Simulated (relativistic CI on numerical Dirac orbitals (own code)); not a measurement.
## Os¹⁰⁺: q coefficients and field-shift factors

Computed by Dirac-Coulomb-Breit CI, orbitals from a KLI potential per configuration, derivatives by finite differences, unscaled Slater integrals, QED left out (own radial code, finite nucleus).

Configurations in the expansion (outside the closed core [Kr] 4d10): 4f14 5s2 5p4, 4f13 5s2 5p5, 4f14 5s 5p5, 4f14 5s2 5p3 5d, 4f14 5p6, 4f14 5s2 5p2 5d2, 4f14 5s2 5p 5d3. Double excitations out of closed p, d and f shells are left out; levels of such configurations are missing from the list, as are those of other unlisted configurations, and high levels can miss mixing partners.

With x = (α/α₀)² − 1 an excitation energy changes as ω = ω₀ + qx; K = 2q/ω₀ is the relative enhancement. Terms are leading LS components, so labels can repeat. The field-shift factor is F = δν/δ⟨r²⟩ for the transition from the lowest level.

Lowest level 4f14 5s2 5p4 3P_2.

| Level | ω₀ (cm⁻¹) | q (cm⁻¹) | F (GHz/fm²) |
| --- | --- | --- | --- |
| 4f14 5s2 5p4 1S_0 | 23038 | 4592 | -4.08 |
| 4f14 5s2 5p4 3P_1 | 111073 | 148300 | -24.6 |
| 4f14 5s2 5p4 1D_2 | 125079 | 134700 | -21.5 |
| 4f13 5s2 5p5 3F_4 | 156078 | -111600 | 31.1 |
| 4f13 5s2 5p5 1F_3 | 157359 | -111700 | 31.1 |
| 4f13 5s2 5p5 3G_5 | 162087 | -113200 | 31.3 |
| 4f13 5s2 5p5 3F_3 | 175819 | -92920 | 32.3 |
| 4f13 5s2 5p5 1D_2 | 177512 | -99740 | 28.8 |
| 4f13 5s2 5p5 3F_2 | 183156 | -90900 | 32 |
| 4f13 5s2 5p5 3G_4 | 190331 | -92600 | 32.3 |
| 4f13 5s2 5p5 3D_1 | 192902 | -92510 | 32.5 |
| 4f14 5s2 5p4 3P_0 | 247369 | 297100 | -53.4 |
| 4f13 5s2 5p5 3D_3 | 284970 | 40550 | 5.91 |

At this charge transitions that keep the count of f electrons are usually good to a few per cent. Levels and lines within the n = 5 or 6 shells can be off by up to 10 % or somewhat more, and those that change n by about 2 %, since core polarisation is missing. Levels that differ in their count of f electrons can be misplaced by several ten thousand cm⁻¹, since the correlation energy of f electrons is missing or only estimated; rates across such gaps can be off by orders of magnitude.

(1) Which transition from the lowest level has the largest |K|?

Answers

(1) 4f14 5s2 5p4 3P_1 at 111073 cm⁻¹, K = 2.67.
